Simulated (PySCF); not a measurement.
## A small calculation by hand: oscillator strength and radiative lifetime

C₂H₂BClO, SMILES OB(Cl)C#C.

The structure is a stationary point at PBE0-D3(BJ)/def2-SVP. Other conformers were not sampled.

TDDFT-B3LYP/def2-SVPD (PySCF) puts the first singlet state with f over 0.02 at 5.84 eV (vertical), with the transition dipole (-0.115, 0.607, 0.000) in atomic units.

Problem. Find the oscillator strength, the wavelength and the radiative lifetime that this transition would have in vacuum if emission retraced absorption.

Solution. 
|μ|² = 0.3817 au, so |μ| = 1.57 D. ΔE = 5.84/27.211 = 0.2146 hartree. f = (2/3) ΔE |μ|² = 0.055 (the program prints 0.055).
λ = 1239.84/5.84 = 212 nm; ν = 47103 cm⁻¹.
Einstein's coefficient A = 0.6670 ν² f s⁻¹ (ν in cm⁻¹) = 8.1e7 s⁻¹, so τ = 1/A = 12 ns. This state is S2; the lower singlet has f = 0.000. The figure is the radiative limit of this one transition; relaxation, internal conversion, crossing to triplets and a medium change what is measured.
